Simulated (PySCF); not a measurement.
CdClHO. Atoms are numbered in the order given.

```xyz
4

Cd     0.0059    -0.2791     0.0000
Cl    -0.0034     2.0046     0.0000
O     -0.1214    -2.2508     0.0000
H      0.7441    -2.6742     0.0000
```
Charge 0, spin multiplicity 1.

The structure is a stationary point at B3LYP-D3(BJ)/def2-TZVP. The def2 effective core potentials stand for the cores of Cd; spin–orbit coupling is left out. The values are those of a single conformer.

Calculation: TDA-M06-2X/def2-SVPD in PySCF.

Vertical excitations. Gas-phase values at a fixed geometry. State labels are in the subgroup Cs.

Computed lowest excited states:
```tsv
state	symmetry	energy (eV)	λ (nm)	f	main pairs
S1	A"	5.12	242	0.008	HOMO→LUMO 83 %, HOMO−2→LUMO 12 %
S2	A'	5.82	213	0.021	HOMO−1→LUMO 94 %
S3	A"	5.94	209	0.041	HOMO−2→LUMO 82 %, HOMO→LUMO 13 %
S4	A'	6.41	193	0.129	HOMO−3→LUMO 72 %, HOMO→LUMO+2 17 %
S5	A"	6.95	179	0.000	HOMO→LUMO+1 93 %
S6	A'	7.24	171	0.029	HOMO−4→LUMO 49 %, HOMO−1→LUMO+1 43 %
S7	A'	7.35	169	0.004	HOMO→LUMO+2 45 %, HOMO−1→LUMO+1 24 %, HOMO−4→LUMO 11 %, HOMO−2→LUMO+2 8 %
S8	A"	7.45	167	0.001	HOMO−1→LUMO+2 68 %, HOMO−2→LUMO+1 28 %
S9	A"	7.50	165	0.003	HOMO−2→LUMO+1 64 %, HOMO−1→LUMO+2 28 %
S10	A'	7.69	161	0.014	HOMO−3→LUMO+1 71 %, HOMO−2→LUMO+2 25 %
T1	A"	4.74	262	0	HOMO→LUMO 77 %, HOMO−2→LUMO 16 %
T2	A'	5.22	238	0	HOMO−3→LUMO 68 %, HOMO−1→LUMO 24 %
T3	A'	5.57	223	0	HOMO−1→LUMO 69 %, HOMO−3→LUMO 23 %
T4	A"	5.62	221	0	HOMO−2→LUMO 75 %, HOMO→LUMO 17 %
```
Triplets are in the Tamm–Dancoff approximation.
